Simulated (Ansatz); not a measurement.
Two shapes of singlet SF₆.

Shape 1:

```xyz
7

S     0.0243    0.0435   -0.0043
F     1.5321   -0.0120   -0.0009
F    -1.5446   -0.0345    0.0028
F    -0.0106    1.6172    0.0324
F    -0.0453   -1.5864   -0.0203
F    -0.0121    0.0430    1.5582
F     0.0309   -0.0065   -1.6194
```

Shape 2:

```xyz
7

S     0.0876    0.0492   -0.0452
F     1.5745   -0.0584   -0.0430
F    -1.5488   -0.0384    0.0782
F    -0.0734    1.5755    0.0385
F    -0.0475   -1.6434    0.0293
F     0.0608    0.0229    1.5594
F     0.0645    0.0249   -1.6794
```

Basis set: 6-31G (spherical functions). Frozen core: 11 orbitals. Charge 0, multiplicity 1.

Computed with Ansatz (development build ahead of 0.2.0); each method stands on the lowest determinant of its kind that the runs found.

(1) Which shape is lower in energy, and by how much in each method?

Results:

(1)

```
 method  E(2) − E(1) (eV)
    RHF             0.137
RHF-MP2            -0.167
```

The methods disagree on the order.
